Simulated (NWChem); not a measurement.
System: C$_{4}$H$_{5}$FO; SMILES O=CC/C=C/F

NWChem input:

```
start job
memory heap 200 mb stack 900 mb global 1100 mb
geometry units angstroms noautosym nocenter noautoz
  O     -0.640751     2.717345    -0.223274
  C     -0.073022     1.836830     0.385289
  C      0.748982     0.728524    -0.264585
  C      0.447332    -0.625896     0.310108
  C     -0.127700    -1.608985    -0.399154
  F     -0.409441    -2.809087     0.129441
  H     -0.114396     1.782026     1.518048
  H      1.818897     0.989371    -0.081022
  H      0.579855     0.776144    -1.359075
  H      0.682359    -0.821637     1.370085
  H     -0.410722    -1.534863    -1.464136
end
basis spherical
  * library 6-31g*
end
dft
  xc b3lyp
  iterations 150
end
cosmo
  dielec 1.5
end
task dft energy
```

Coordinates come from a PBE-D3(BJ)/def2-SVP optimisation.

Level: B3LYP/6-31G* with COSMO at NWChem's default radii, gas-phase geometry; the question gives the dielectric constant.

Question: Predict the main results of this run. (B3LYP/6-31G* (spherical d), COSMO on the gas-phase geometry.) Quantities: electrostatic solvation energy (kcal/mol); dipole in solution (D).

Answer: 
```
Property                                   Result
-----------------------------------------  ------
electrostatic solvation energy (kcal/mol)    -1.7
dipole in solution (D)                       2.00
```
